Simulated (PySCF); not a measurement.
## Correlation energy of Sc (scandium, neutral)

[Ar] 3d1 4s2, 2D determinant. All numbers are calculated (PySCF 2.14, the non-relativistic Hamiltonian (point nucleus), in aug-cc-pwCVTZ (10s9p7d4f3g, 127 functions)). Frozen: [Ar]; 3 electrons correlated.

MP2 pair energies summed by pair of shells (mhartree):

```csv
pair,energy,share (%)
4s-4s,-21.36,71.4
3d-4s,-8.56,28.6
```

Total MP2 correlation energy: -29.91 mhartree.

Same-spin part -3.23 and opposite-spin part -26.69 mhartree; SCS-MP2 scales them by 1/3 and 6/5 to -33.10 mhartree.
